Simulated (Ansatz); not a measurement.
H3AlN, SMILES `[NH2][AlH-]` (excited triplet) (charge -1, multiplicity 3). This triplet is an excited state, 1.12 eV above the relaxed singlet at the level frozen-core CCSD(T)/aug-cc-pVTZ // B3LYP-D3(BJ)/def2-TZVPD (Ansatz, a first-principles code).

Method: frozen-core CCSD(T)/aug-cc-pVDZ // B3LYP-D3(BJ)/def2-TZVPD (Ansatz).

Ansatz 0.2 input:
```yaml
crystal:
  periodic: [false, false, false]
  atoms:
    - { symbol: N, position_ang: [-0.706498, 0.072958, -0.137054] }
    - { symbol: Al, position_ang: [1.004268, -0.249038, 0.550545] }
    - { symbol: H, position_ang: [-1.30599, -0.721743, -0.319108] }
    - { symbol: H, position_ang: [-1.270856, 0.78965, 0.301065] }
    - { symbol: H, position_ang: [2.279075, 0.108172, -0.395448] }
basis:
  gaussian: { orbitals: aug-cc-pVDZ }
correlation:
  method: ccsd_t
total_charge: -1
magnetization:
  spin_polarized: true
  initial_magnetization: 2
```

Output:

```
Functional definition: HF
752 factors; integrals over basis functions are off by at most 8.6e-4 eV
mean field evaluation 1: about -8109.0223 eV, gradient 1.1e1 eV
mean field evaluation 2: about -8109.0237 eV, gradient 1.1e1 eV
mean field evaluation 4: about -8110.8280 eV, gradient 2.3e0 eV
mean field evaluation 8: about -8110.9629 eV, gradient 1.3e-1 eV
mean field evaluation 16: about -8111.5797 eV, gradient 1.3e0 eV
mean field evaluation 32: about -8110.9647 eV, gradient 8.3e-2 eV
mean field evaluation 64: about -8111.5493 eV, gradient 1.8e0 eV
mean field evaluation 96: about -8110.9710 eV, gradient 7.5e-2 eV
mean field evaluation 128: about -8110.9699 eV, gradient 1.4e-3 eV
mean field evaluation 160: about -8110.6081 eV, gradient 1.7e-1 eV
mean field evaluation 192: about -8110.1601 eV, gradient 2.8e-3 eV
mean field evaluation 224: about -8109.8484 eV, gradient 5.9e-1 eV
mean field evaluation 256: about -8108.6729 eV, gradient 2.3e0 eV
mean field evaluation 288: about -8111.6388 eV, gradient 1.5e-1 eV
mean field evaluation 320: about -8110.7286 eV, gradient 6.0e-1 eV
mean field evaluation 352: about -8109.9214 eV, gradient 2.3e0 eV
mean field evaluation 384: about -8109.6320 eV, gradient 2.9e0 eV
mean field evaluation 416: about -8108.4680 eV, gradient 3.1e-2 eV
mean field -8111.63868920 eV, -298.0972235619 hartree, gradient 1.8e-6 eV, S^2 2.003820; 18 other end points of the search recorded, 0 dependent functions left out
determinant -8111.63868920 eV, -298.0972235619 hartree, with singles and doubles -8119.11880356 eV, -298.3721126945 hartree
determinant -8110.96992302 eV, -298.0726468580 hartree, with singles and doubles -8118.28953101 eV, -298.3416374904 hartree
determinant -8110.73455000 eV, -298.0639970591 hartree, with singles and doubles -8117.98834804 eV, -298.3305692205 hartree
determinant -8110.60333314 eV, -298.0591749286 hartree, with singles and doubles -8117.93244197 eV, -298.3285147100 hartree
determinant -8110.16013541 eV, -298.0428877124 hartree, with singles and doubles -8117.56496053 eV, -298.3150100163 hartree
determinant -8109.79359216 eV, -298.0294174962 hartree, with singles and doubles -8117.06656378 eV, -298.2966942738 hartree
determinant -8108.51446390 eV, -297.9824103997 hartree, with singles and doubles -8116.01211439 eV, -298.2579439731 hartree
determinant -8108.46793219 eV, -297.9807003909 hartree, with singles and doubles -8114.91612892 eV, -298.2176672500 hartree
6 core orbitals not correlated
reference -8111.63868920 eV, -298.0972235619 hartree; 7, 5 occupied and 64, 66 virtual orbitals, 752 factors
second order -6.83153747 eV of doubles, -0.00000000 eV of singles
cycle   1  -7.46192396 eV  change   -1.9e-1 eV  update   2.1e-2
cycle   2  -7.47393402 eV  change   -1.2e-2 eV  update   7.2e-3
cycle   3  -7.47600923 eV  change   -2.1e-3 eV  update   3.7e-3
cycle   4  -7.47807274 eV  change   -2.1e-3 eV  update   1.6e-3
cycle   5  -7.47862693 eV  change   -5.5e-4 eV  update   7.4e-4
cycle   6  -7.47875145 eV  change   -1.2e-4 eV  update   3.5e-4
cycle   7  -7.47882690 eV  change   -7.5e-5 eV  update   1.6e-4
cycle   8  -7.47884540 eV  change   -1.9e-5 eV  update   7.1e-5
cycle   9  -7.47884042 eV  change    5.0e-6 eV  update   3.4e-5
cycle  10  -7.47883592 eV  change    4.5e-6 eV  update   1.7e-5
cycle  11  -7.47883435 eV  change    1.6e-6 eV  update   8.5e-6
perturbative correction -0.24745226 eV, -0.0090937030 hartree
Total energy: -8119.36497581 eV, -298.3811593578 hartree
```
